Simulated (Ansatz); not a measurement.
Ag2O2H2⁺, that is (AgOH)2 ring with one electron fewer. Total charge 1; doublet. Geometry PBE-D4/def2-SVP; atoms count from 1.

| atom | x (Å) | y (Å) | z (Å) |
| --- | --- | --- | --- |
| Ag1 | 0.3244 | 0.8116 | -1.2506 |
| O2 | 1.3889 | -0.7981 | -0.2228 |
| Ag3 | -0.4815 | -1.1756 | 0.8450 |
| O4 | -1.5478 | 0.4300 | -0.1874 |
| H5 | 2.0732 | -0.4349 | 0.3849 |
| H6 | -1.7572 | 1.1670 | 0.4309 |

In the def2 sets Ag takes a core potential; there is no spin–orbit coupling.

(1) Estimate the Mulliken populations from the PBE0/def2-TZVP orbitals of Ansatz.

(2) Where does the spin sit?

(3) And the Mayer bond orders between heavy atoms (over 0.3)?

Answers

(1) 
```json
{"atom": "Ag1", "charge (e)": "0.76", "spin (α − β)": "0.08", "d electrons": "9.82"}
{"atom": "O2", "charge (e)": "-0.64", "spin (α − β)": "0.42", "d electrons": "–"}
{"atom": "Ag3", "charge (e)": "0.76", "spin (α − β)": "0.08", "d electrons": "9.82"}
{"atom": "O4", "charge (e)": "-0.64", "spin (α − β)": "0.42", "d electrons": "–"}
{"atom": "H5", "charge (e)": "0.38", "spin (α − β)": "-0.01", "d electrons": "–"}
{"atom": "H6", "charge (e)": "0.38", "spin (α − β)": "-0.01", "d electrons": "–"}
```
Mulliken values depend strongly on the basis.

(2) Summed by element: Ag 0.17, O 0.85, H -0.02, of 1 unpaired in all. Largest on single atoms: O2 0.42, O4 0.42, Ag1 0.08.

(3) Ag1–O2 0.43 (2.19 Å); Ag1–O4 0.43 (2.19 Å); O2–Ag3 0.43 (2.19 Å); Ag3–O4 0.43 (2.19 Å).
